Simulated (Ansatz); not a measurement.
Molecule: C4H3NOS, net charge 0, singlet state. SMILES: s1cc(C=O)nc1
Coordinates optimised at B3LYP-D3(BJ)/def2-TZVP (Ansatz, a program for electronic structure):
```
C
C 1 1.3706
N 1 1.3750 2 115.22
C 3 1.2936 1 110.89 2 0.00
H 2 1.0770 1 127.19 3 -180.00
H 4 1.0802 3 124.44 1 -180.00
C 1 1.4725 2 125.19 5 0.00
O 7 1.2083 1 124.08 2 0.00
H 7 1.1058 8 122.04 1 -180.00
S 2 1.7045 5 122.87 1 180.00
```
Charge 0, spin multiplicity 1.

Computed values are from Ansatz. Correlated levels leave the core frozen unless marked. UHF or UKS for open shells. Spin-orbit coupling is left out. Non-relativistic. CBS(X,Y): correlation extrapolated as X^-3; Hartree-Fock from the larger set.

The Hartree-Fock reference is unstable (checked in the largest basis), which strains HF and MP2. 

Task: What is the dipole moment at CCSD(T)/aug-cc-pV(D+d)Z?

Result: 3.10 D.

Task: What is the T1 diagnostic at CCSD/aug-cc-pV(Q+d)Z?

Result: 0.016.

Task: What is the total energy at CCSD(T)/CBS(aug-cc-pV(T+d)Z,aug-cc-pV(Q+d)Z)?

Result: -681.6172 Eh.

Task: What is the atomisation energy De at CCSD(T)/CBS(aug-cc-pV(T+d)Z,aug-cc-pV(Q+d)Z)?

Result: 1098.8 kcal/mol.
